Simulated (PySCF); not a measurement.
# The second ionisation energy along group 16

All values are computed (PySCF 2.14, energy differences of UHF-based or UKS calculations, no spin-orbit coupling). Values in eV. The last column holds reference values (NIST; (s) semi-empirical, (t) theoretical, else measured). Unmarked ones compare directly (S terms, centres of terms, or small fine structure); those marked * lie between the lowest fine-structure levels and include a spin-orbit shift.

```json
{"element": "O (x2c-SVPall, spin-free X2C)", "configurations": "[He] 2s2 2p3 → [He] 2s2 2p2", "UHF": "34.716", "MP2 (valence)": "35.100", "SCS-MP2 (valence)": "34.902", "CCSD (valence)": "34.888", "CCSD(T) (valence)": "34.887", "reference": "35.121 *"}
{"element": "S (x2c-SVPall, spin-free X2C)", "configurations": "[Ne] 3s2 3p3 → [Ne] 3s2 3p2", "UHF": "22.798", "MP2 (valence)": "23.189", "SCS-MP2 (valence)": "23.037", "CCSD (valence)": "23.103", "CCSD(T) (valence)": "23.105", "reference": "23.338 *"}
{"element": "Se (x2c-SVPall, spin-free X2C)", "configurations": "[Ar] 3d10 4s2 4p3 → [Ar] 3d10 4s2 4p2", "UHF": "20.883", "MP2 (valence)": "21.245", "SCS-MP2 (valence)": "21.115", "CCSD (valence)": "21.192", "CCSD(T) (valence)": "21.197", "reference": "21.196 ± 0.01 *"}
{"element": "Te (x2c-SVPall, spin-free X2C)", "configurations": "[Kr] 4d10 5s2 5p3 → [Kr] 4d10 5s2 5p2", "UHF": "18.445", "MP2 (valence)": "18.730", "SCS-MP2 (valence)": "18.630", "CCSD (valence)": "18.698", "CCSD(T) (valence)": "18.701", "reference": "18.6 ± 0.4 *"}
```

"Valence" correlates the outer s and p shells and, in groups 3 to 12 and the f block, the outer d or f shell, open or full, or the next shell where the ion has no valence electron left; the wider scheme adds the next inner shell.
